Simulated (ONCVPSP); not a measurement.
## Plane-wave convergence, ONCV potential for hydrogen (H)

- Element: H (Z = 1)
- Generator: ONCVPSP 4.0.1
- Type: optimised norm-conserving Vanderbilt (ONCV)
- Functional: LDA (Perdew-Zunger)
- Relativity: scalar-relativistic
- Frozen core: none
- Valence charge: 1
- Reference configuration: 1s1
- Partial waves: 1s: rc 1.05 bohr, ncon 3, nbas 6, qcut 7.5 1/bohr, 3 projectors, debl 2.2 Ha; p scattering state at 0.26 Ha: rc 0.90 bohr, ncon 4, nbas 8, qcut 7.8 1/bohr, 2 projectors, debl 3.5 Ha
- Local potential: polynomial inside 0.85 bohr (lpopt 5, dvloc0 4 Ha)
- Core correction: none

Question: For each optimised wave give the share of its norm inside rc, the residual kinetic energy above qcut (Ha) and the cutoffs (Ha) for errors of 10, 1, 0.1 and 0.01 mHa per electron.

Answer:

| wave | norm inside rc | residual KE | 10 mHa | 1 mHa | 0.1 mHa | 0.01 mHa |
| --- | --- | --- | --- | --- | --- | --- |
| 1s | 0.306 | 1.9e-05 | 8.1 | 16.1 | 23.1 | 41.1 |
| s projector 2 | 0.097 | 5.6e-05 | 9.9 | 18.4 | 26.1 | 46.5 |
| s projector 3 | 0.095 | 3.7e-04 | 13.0 | 24.5 | 31.9 | 59.3 |
| p projector 1 | 0.009 | 1.0e-06 | 1.4 | 3.5 | 9.3 | 19.0 |
| p projector 2 | 0.070 | 3.2e-05 | 7.8 | 13.7 | 25.2 | 36.0 |

The occupied waves need 16 Ha and 23 Ha for 1 and 0.1 mHa. Rows with under 1 % of the norm inside rc give no meaningful cutoff.
